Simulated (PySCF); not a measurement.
Sn(Cl)(SH) (ClHSSn), SMILES [SH][Sn][Cl] (connectivity only; charge and spin as stated), neutral, multiplicity 1. Coordinates come from a PBE0-D3(BJ)/def2-TZVP optimisation. The def2 effective core potentials stand for the cores of Sn; spin–orbit coupling is left out. Other conformers were not sampled.

All values below come from PBE0-D3(BJ)/def2-TZVP in PySCF.

Harmonic wavenumbers (cm⁻¹): 114, 327, 337, 352, 659, 2697. Rotational constants (GHz): 4.422, 2.348, 1.534; symmetry number 1.

Problem. Work out the zero-point energy and the ideal-gas rigid-rotor harmonic-oscillator thermochemistry at 298.15 K and 1 atm.

Solution. ZPE = ½ Σ hcν = ½ × 4487 cm⁻¹ = 6.41 kcal/mol. H − E(el) = 10.01 kcal/mol. Entropy in cal/(mol K): translation 41.59, rotation 27.40, vibration 7.22, total 76.21. G − E(el) = -12.71 kcal/mol. Cp = 15.59 cal/(mol K). Modes under 150 cm⁻¹ make the vibrational entropy uncertain.
